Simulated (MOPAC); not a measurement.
A run for MOPAC: PM3 on C3H6O (a complex), monomers drawn apart or pushed together.

```
PM3 1SCF PRECISE CHARGE=0 THREADS=1
C3H6O

C      0.34100147 1     0.38003799 1     0.13680047 1
C     -0.40149892 1    -0.53759246 1     0.33834590 1
H      0.99740560 1     1.19484969 1    -0.05179119 1
H     -1.05679938 1    -1.35443895 1     0.52284683 1
C      0.13863223 1     0.25314534 1     5.00102969 1
O      0.89922351 1    -0.73095372 1     4.31997758 1
H      0.56413742 1     1.25706701 1     4.88803713 1
H      0.15147414 1    -0.00653341 1     6.05912880 1
H     -0.90395273 1     0.27765623 1     4.66399120 1
H      0.86289583 1    -0.54137563 1     3.37461990 1
```

It printed:

```
*******************************************************************************
 **                                                                           **
 **                              MOPAC v23.2.5                                **
 **                                                                           **
 *******************************************************************************
 ** MOPAC's Digital Object Identifier: https://doi.org/10.5281/zenodo.6511958 **
 **                                                                           **
 ** Please cite the open-source release paper for use of this MOPAC version:  **
 ** J. E. Moussa and J. J. P. Stewart (2026)                                  **
 ** MOPAC: An open-source semiempirical molecular orbital program             **
 ** J. Open Source Softw., 11(119), 8025, https://doi.org/10.21105/joss.08025 **
 *******************************************************************************

                              PM3 CALCULATION RESULTS

 *******************************************************************************
 *  PM3        - The PM3 Hamiltonian to be used
 *
 *
 *
 *                 CHARGE ON SYSTEM = 0
 *
 *
 *
 *  PRECISE    - TIGHTER CRITERIA TO BE USED
 *  1SCF       - DO 1 SCF AND THEN STOP
 *  THREADS=1  - MULTI-THREADING NOT USED
 *  T=         - A TIME OF 172800.0 SECONDS REQUESTED
 *  DUMP=N     - RESTART FILE WRITTEN EVERY 7200.0 SECONDS REQUESTED
 *******************************************************************************
PM3 1SCF PRECISE CHARGE=0 THREADS=1
 C3H6O

   ATOM   CHEMICAL          X               Y               Z
  NUMBER   SYMBOL      (ANGSTROMS)     (ANGSTROMS)     (ANGSTROMS)

     1       C          0.34100147  *   0.38003799  *   0.13680047  *
     2       C         -0.40149892  *  -0.53759246  *   0.33834590  *
     3       H          0.99740560  *   1.19484969  *  -0.05179119  *
     4       H         -1.05679938  *  -1.35443895  *   0.52284683  *
     5       C          0.13863223  *   0.25314534  *   5.00102969  *
     6       O          0.89922351  *  -0.73095372  *   4.31997758  *
     7       H          0.56413742  *   1.25706701  *   4.88803713  *
     8       H          0.15147414  *  -0.00653341  *   6.05912880  *
     9       H         -0.90395273  *   0.27765623  *   4.66399120  *
    10       H          0.86289583  *  -0.54137563  *   3.37461990  *



          CARTESIAN COORDINATES

    NO.       ATOM           X           Y           Z

     1         C          0.3410      0.3800      0.1368
     2         C         -0.4015     -0.5376      0.3383
     3         H          0.9974      1.1948     -0.0518
     4         H         -1.0568     -1.3544      0.5228
     5         C          0.1386      0.2531      5.0010
     6         O          0.8992     -0.7310      4.3200
     7         H          0.5641      1.2571      4.8880
     8         H          0.1515     -0.0065      6.0591
     9         H         -0.9040      0.2777      4.6640
    10         H          0.8629     -0.5414      3.3746

  H: (PM3): J. J. P. STEWART, J. COMP. CHEM. 10, 209 (1989).
  C: (PM3): J. J. P. STEWART, J. COMP. CHEM. 10, 209 (1989).
  O: (PM3): J. J. P. STEWART, J. COMP. CHEM. 10, 209 (1989).

           Empirical Formula: C3 H6 O  =    10 atoms



      MOLECULAR POINT GROUP   :   C1


      RHF CALCULATION, NO. OF DOUBLY OCCUPIED LEVELS = 12


 -------------------------------------------------------------------------------
 PM3 1SCF PRECISE CHARGE=0 THREADS=1
 C3H6O



     1SCF WAS SPECIFIED, SO BFGS WAS NOT USED
     SCF FIELD WAS ACHIEVED


                              PM3 CALCULATION
                                                       MOPAC v23.2.5 Linux




          FINAL HEAT OF FORMATION =         -0.84196 KCAL/MOL =      -3.52277 KJ/MOL


          COSMO AREA              =        126.81 SQUARE ANGSTROMS
          COSMO VOLUME            =        103.02 CUBIC ANGSTROMS

          IONIZATION POTENTIAL    =         11.141838 EV
          HOMO LUMO ENERGIES (EV) =        -11.142  1.777
          NO. OF FILLED LEVELS    =         12
          MOLECULAR WEIGHT        =         58.0798         POINT GROUP:  C1

          MOLECULAR DIMENSIONS (Angstroms)

            Atom       Atom       Distance
            H     8    H     3     6.28508
            H     7    H     4     4.00792
            O     6    H     9     2.05866


          SCF CALCULATIONS        =          1





   ATOM   CHEMICAL          X               Y               Z
  NUMBER   SYMBOL      (ANGSTROMS)     (ANGSTROMS)     (ANGSTROMS)

     1       C          0.34100147  *   0.38003799  *   0.13680047  *
     2       C         -0.40149892  *  -0.53759246  *   0.33834590  *
     3       H          0.99740560  *   1.19484969  *  -0.05179119  *
     4       H         -1.05679938  *  -1.35443895  *   0.52284683  *
     5       C          0.13863223  *   0.25314534  *   5.00102969  *
     6       O          0.89922351  *  -0.73095372  *   4.31997758  *
     7       H          0.56413742  *   1.25706701  *   4.88803713  *
     8       H          0.15147414  *  -0.00653341  *   6.05912880  *
     9       H         -0.90395273  *   0.27765623  *   4.66399120  *
    10       H          0.86289583  *  -0.54137563  *   3.37461990  *

                             CARTESIAN COORDINATES

   1    C        0.341001470     0.380037990     0.136800470
   2    C       -0.401498920    -0.537592460     0.338345900
   3    H        0.997405600     1.194849690    -0.051791190
   4    H       -1.056799380    -1.354438950     0.522846830
   5    C        0.138632230     0.253145340     5.001029690
   6    O        0.899223510    -0.730953720     4.319977580
   7    H        0.564137420     1.257067010     4.888037130
   8    H        0.151474140    -0.006533410     6.059128800
   9    H       -0.903952730     0.277656230     4.663991200
  10    H        0.862895830    -0.541375630     3.374619900


           Empirical Formula: C3 H6 O  =    10 atoms



      MOLECULAR POINT GROUP   :   C1


                  EIGENVALUES
 -37.63602 -31.53402 -26.55291 -19.74235 -17.74857 -16.70218 -15.39994 -15.33161
 -12.47263 -11.72908 -11.72164 -11.14184   1.77676   1.79130   2.68811   3.43837
   3.88826   4.02486   4.25330   4.44003   5.59658   6.39333


              NET ATOMIC CHARGES AND DIPOLE CONTRIBUTIONS

  ATOM NO.   TYPE          CHARGE      No. of ELECS.   s-Pop       p-Pop
    1          C          -0.196469        4.1965     1.22520     2.97127
    2          C          -0.194267        4.1943     1.22540     2.96887
    3          H           0.195275        0.8047     0.80472
    4          H           0.196119        0.8039     0.80388
    5          C           0.070579        3.9294     1.12502     2.80440
    6          O          -0.314484        6.3145     1.81499     4.49949
    7          H           0.009089        0.9909     0.99091
    8          H           0.039979        0.9600     0.96002
    9          H           0.008555        0.9914     0.99145
   10          H           0.185623        0.8144     0.81438
 DIPOLE           X         Y         Z       TOTAL
 POINT-CHG.    -0.533     0.760    -0.254     0.962
 HYBRID        -0.215     0.372    -0.463     0.631
 SUM           -0.747     1.132    -0.716     1.534


          ATOMIC ORBITAL ELECTRON POPULATIONS

     Atom    s        px        py        pz
    1  C   1.22520   0.98877   0.98335   0.99915
    2  C   1.22540   0.98772   0.98200   0.99915
    3  H   0.80472
    4  H   0.80388
    5  C   1.12502   0.93117   0.90993   0.96331
    6  O   1.81499   1.74048   1.52083   1.23818
    7  H   0.99091
    8  H   0.96002
    9  H   0.99145
   10  H   0.81438

 **********************
 *                    *
 * JOB ENDED NORMALLY *
 *                    *
 **********************




 == MOPAC DONE ==
```

The run finished.

Cost: about 0.03 core-seconds (a rough figure).
